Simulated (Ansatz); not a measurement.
`OCB(F)S`. The species carries charge 0 and has multiplicity 1.

Z-matrix (Å, degrees):
```
C
B 1 1.570
O 1 1.413 2 114.8
H 1 1.103 2 108.2 3 -124.0
H 1 1.097 2 109.6 3 121.8
S 2 1.801 1 125.2 3 -172.9
F 2 1.333 1 118.3 3 8.7
H 3 0.961 1 108.7 2 -20.1
H 6 1.343 2 95.3 1 1.8
```

List the harmonic frequencies (cm⁻¹, unscaled) at PBE0-D4/def2-TZVP in Ansatz. (Best estimate.)

Computed: 62, 169, 197, 293, 351, 411, 437, 703, 816, 847, 1032, 1123, 1227, 1281, 1334, 1408, 1465, 2717, 2972, 3049, 3858.

Is this a minimum?

Yes, all 21 modes are real.

Give the ideal-gas thermochemistry at 298.15 K and 1 bar (rigid rotor, harmonic oscillator; point group C1, symmetry number 1).

Zero-point energy 154.0 kJ/mol; H(298) − E = 173.7 kJ/mol; entropy 337.2 J/(mol·K), of which translation 165.5, rotation 111.8, vibration 59.9; G(298) − E = 73.1 kJ/mol. Modes under 100 cm⁻¹ are hindered rotations or soft bends, so the harmonic entropy is rough.
